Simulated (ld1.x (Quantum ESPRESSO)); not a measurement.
u(r) = r·R(r): atom against pseudo-atom (Cl (Z = 17))

Columns: radius, all-electron u(r) and pseudo u(r) of the 3s shell (level -20.53 eV) of chlorine in the configuration [Ne] 3s2 3p5; PBE, non-relativistic, RRKJ scheme, ld1.x (Quantum ESPRESSO) 7.5.

| r (bohr) | all-electron | pseudo |
| --- | --- | --- |
| 0.062 | 0.2181 | 0.0397 |
| 0.125 | -0.0150 | 0.0795 |
| 0.188 | -0.2608 | 0.1183 |
| 0.250 | -0.4012 | 0.1551 |
| 0.312 | -0.4343 | 0.1903 |
| 0.375 | -0.3827 | 0.2250 |
| 0.438 | -0.2746 | 0.2594 |
| 0.500 | -0.1377 | 0.2948 |
| 0.562 | 0.0114 | 0.3338 |
| 0.625 | 0.1624 | 0.3797 |
| 0.688 | 0.3045 | 0.4341 |
| 0.750 | 0.4306 | 0.4969 |
| 0.812 | 0.5408 | 0.5675 |
| 0.875 | 0.6357 | 0.6429 |
| 0.938 | 0.7136 | 0.7145 |
| 1.000 | 0.7744 | 0.7744 |
| 1.062 | 0.8204 | 0.8204 |
| 1.125 | 0.8535 | 0.8535 |
| 1.188 | 0.8741 | 0.8741 |
| 1.250 | 0.8839 | 0.8839 |
| 1.312 | 0.8848 | 0.8848 |
| 1.375 | 0.8780 | 0.8780 |
| 1.438 | 0.8648 | 0.8648 |
| 1.500 | 0.8467 | 0.8467 |
| 1.562 | 0.8245 | 0.8245 |
| 1.625 | 0.7988 | 0.7988 |

Question: How many radial nodes do the two functions have?

Answer: The all-electron 3s function has n − l − 1 = 2; the pseudo-wave has 0, since the states of the same l below it are removed with the core.

Question: At about which radius was the pseudo-wave matched?

Answer: 1.05 bohr, where the columns begin to agree (steps of 0.06 bohr).

Question: Where does each function peak?

Answer: Outermost all-electron maximum near 1.31 bohr, pseudo maximum near 1.31 bohr (to the table’s step).

Question: Is the pseudo-wave norm-conserving?

Answer: Yes: the RRKJ scheme keeps the norm inside the radius equal to the all-electron one, which fixes the energy derivative of the logarithmic derivative at the level.
